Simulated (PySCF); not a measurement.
**Cr⁺ (chromium, charge +1): UHF calculation**

Configuration: [Ar] 3d5, high-spin 6S determinant. Calculation: PySCF 2.14, in ANO-RCC-VTZP (6s5p3d2f1g, 59 functions); scalar relativity by spin-free X2C-1e.

```
Total energy                        : -1049.432873 hartree
One-electron energy                 : -1441.3464 hartree
Hartree (Coulomb) energy            : 440.0081 hartree
Exchange energy                     : -48.0946 hartree
⟨S²⟩                                : 8.7501
⟨L²⟩                                : 0.000
Sum of ⟨r⟩                          : 16.60 bohr
Sum of ⟨r²⟩                         : 21.08 bohr²
Langevin diamagnetic susceptibility : -16.7 ×10⁻⁶ cm³/mol
```

```json
{"shell": "1s β", "electrons": "1", "mean orbital energy (eV)": "-6049.2", "rms radius, mean of both spins (bohr)": "0.0734"}
{"shell": "1s α", "electrons": "1", "mean orbital energy (eV)": "-6049.1", "rms radius, mean of both spins (bohr)": "0.0734"}
{"shell": "2s α", "electrons": "1", "mean orbital energy (eV)": "-731.26", "rms radius, mean of both spins (bohr)": "0.316"}
{"shell": "2s β", "electrons": "1", "mean orbital energy (eV)": "-728.64", "rms radius, mean of both spins (bohr)": "0.316"}
{"shell": "2p α", "electrons": "3", "mean orbital energy (eV)": "-612.65", "rms radius, mean of both spins (bohr)": "0.287"}
{"shell": "2p β", "electrons": "3", "mean orbital energy (eV)": "-610.03", "rms radius, mean of both spins (bohr)": "0.287"}
{"shell": "3s α", "electrons": "1", "mean orbital energy (eV)": "-102.93", "rms radius, mean of both spins (bohr)": "0.974"}
{"shell": "3s β", "electrons": "1", "mean orbital energy (eV)": "-93.536", "rms radius, mean of both spins (bohr)": "0.974"}
{"shell": "3p α", "electrons": "3", "mean orbital energy (eV)": "-69.377", "rms radius, mean of both spins (bohr)": "1.06"}
{"shell": "3p β", "electrons": "3", "mean orbital energy (eV)": "-57.777", "rms radius, mean of both spins (bohr)": "1.06"}
{"shell": "3d α", "electrons": "5", "mean orbital energy (eV)": "-17.569", "rms radius, mean of both spins (bohr)": "1.53"}
```

Densities and radii are taken from the X2C orbitals without a picture-change correction, which distorts them close to the nucleus.

Spin-orbit constants ζ (cm⁻¹) from the X2C one-electron operator on these orbitals: bare nucleus, nucleus screened by l(l+1)(2l+1)/3 electrons, and screened by the Breit-Pauli mean field of the electrons.

```
shell   bare  screened nucleus  mean field
   2p  49360             45250         n/a
   3p   5551              5088         n/a
   3d  410.9             239.7         n/a
```
